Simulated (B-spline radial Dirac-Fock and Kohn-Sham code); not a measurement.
## Elastic and transport cross sections of platinum for electrons

These are calculated numbers from a radial B-spline solver; the model is relativistic (Dirac) partial waves in the static field of the Dirac-Fock atom with Furness-McCarthy exchange, without polarisation or absorption potentials. σ_tr1 and σ_tr2 weight the cross section with 1 − P₁ and 1 − P₂ of cos θ; "backward" is the share scattered beyond 90°.

| energy (eV) | σ (a₀²) | σ_tr1 (a₀²) | σ_tr2 (a₀²) | σ/σ_tr1 | backward (%) |
| --- | --- | --- | --- | --- | --- |
| 5000 | 4.22 | 0.415 | 0.531 | 10.2 | 3.4 |
| 7520 | 3.41 | 0.239 | 0.347 | 14.3 | 2.2 |
| 10000 | 2.92 | 0.160 | 0.251 | 18.2 | 1.7 |
| 10600 | 2.82 | 0.147 | 0.234 | 19.2 | 1.6 |
| 11400 | ? | ? | ? | ? | ? |
| 13100 | 2.51 | 0.108 | 0.182 | 23.1 | 1.2 |
| 18800 | 2.04 | 0.0638 | 0.115 | 31.9 | 0.81 |
| 20000 | 1.96 | 0.0582 | 0.106 | 33.7 | 0.76 |
| 30000 | 1.54 | 0.0317 | 0.0616 | 48.7 | 0.46 |
| 30700 | 1.52 | 0.0306 | 0.0597 | 49.7 | 0.45 |
| 34800 | 1.41 | 0.0253 | 0.0503 | 55.7 | 0.39 |
| 38400 | 1.33 | 0.0218 | 0.0439 | 61.0 | 0.34 |
| 45500 | 1.20 | 0.0168 | 0.0346 | 71.2 | 0.28 |

Question: Fill in the row for 11.4 keV.

Answer: σ = 2.71 a₀², σ_tr1 = 0.133 a₀², σ_tr2 = 0.215 a₀², σ/σ_tr1 = 20.5, backward 1.4 %. The ratio σ/σ_tr1 is roughly the number of elastic collisions that randomise the direction.
